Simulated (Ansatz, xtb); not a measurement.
**Relative energy of two structures of FGaH3IN2**

We compare a, a singlet given by its coordinates, with b, `N[NH][Ga]([F])[I]`, a singlet. Both are isolated molecules in the gas phase, relaxed with r2SCAN-D4/def2-SVP; the shapes shown needn't be the lowest conformers.

a (Å):

```xyz
8

F     0.6764   -0.1069    3.0455
Ga    1.1492   -0.5441    1.4067
I    -0.2515   -2.1626    0.1848
N     2.7155    0.2072    0.7265
N     1.7320    1.2963    0.5346
H     3.4866    0.5273    1.3157
H     1.7716    1.6561   -0.4211
H     1.8219    2.0728    1.1948
```

Close contacts (Å): F1–Ga2 1.76, Ga2–I3 2.46, Ga2–N4 1.87, Ga2–N5 2.12, N4–N5 1.48, N4–H6 1.02, N5–H7 1.02, N5–H8 1.02.

b (Å):

```yaml
atoms:
  - { symbol: F, position_ang: [-0.3733, 0.0327, 2.5164] }
  - { symbol: Ga, position_ang: [0.7941, -0.6303, 1.4028] }
  - { symbol: I, position_ang: [0.6514, -3.0390, 0.8655] }
  - { symbol: N, position_ang: [2.0682, 0.4136, 0.6661] }
  - { symbol: N, position_ang: [2.1380, 1.7773, 0.9794] }
  - { symbol: H, position_ang: [2.7574, 0.0371, 0.0133] }
  - { symbol: H, position_ang: [2.0277, 2.3484, 0.1399] }
  - { symbol: H, position_ang: [3.0381, 2.0063, 1.4040] }
```

Energies in hartree; the thermal terms are from r2SCAN-D4/def2-SVP harmonic frequencies (ideal gas, rigid rotor, one conformer each, 298.15 K, 1 atm) and include the zero-point energy:

|  | a | b |
| --- | --- | --- |
| E, CCSD(T)/def2-SVP | −2430.531681 | −2430.537458 |
| E, MP2/def2-SVP | −2430.493550 | −2430.499858 |
| E, MP2/def2-TZVPP | −2431.551606 | −2431.554869 |
| zero-point energy | 0.045385 | 0.045665 |
| H(298 K) − E | 0.053648 | 0.054221 |
| G(298 K) − E | 0.011249 | 0.010866 |

Q: Correct the CCSD(T) difference for the basis set by the MP2 change, then work out ΔE, ΔE₀, ΔH and ΔG for a → b in kJ/mol (1 Eh = 2625.50 kJ/mol) and the equilibrium ratio [b]/[a].

A: 1. Differences b − a: CCSD(T) −0.005777, MP2 in the small set −0.006308, MP2 in the large set −0.003263 Eh.
2. ΔE = −0.005777 + (−0.003263 − (−0.006308)) = −0.002732 Eh = −7.17 kJ/mol.
3. ΔE₀ = ΔE + ΔZPE = −0.002732 + (+0.000280) Eh = −6.44 kJ/mol.
4. ΔH = ΔE + (+0.000573) Eh = −5.67 kJ/mol.
5. ΔG = ΔE + (−0.000383) Eh = −8.18 kJ/mol, so ΔS = (ΔH − ΔG)/T = +8.4 J/(mol K).
6. kT = 0.9442 mEh, so K = [b]/[a] = exp(−ΔG/kT) = exp(+3.30) ≈ 27.

Structure b is favoured at this temperature. An error of 4 kJ/mol in ΔG would change K by a factor of 5. Mirror images and further conformers aren't counted.

Other levels gave ΔE = −13.7 (r2SCAN-D4/def2-SVP); −28.0 (HF/def2-SVP); −16.6 (MP2/def2-SVP); −15.2 (CCSD(T)/def2-SVP) kJ/mol. The correlated steps freeze 16 core orbitals; the filled d shell of Ga and I is correlated, in a basis made for valence electrons. Atoms past krypton carry core potentials in the def2 sets, without spin–orbit terms. Programs: Ansatz 0.2.0.
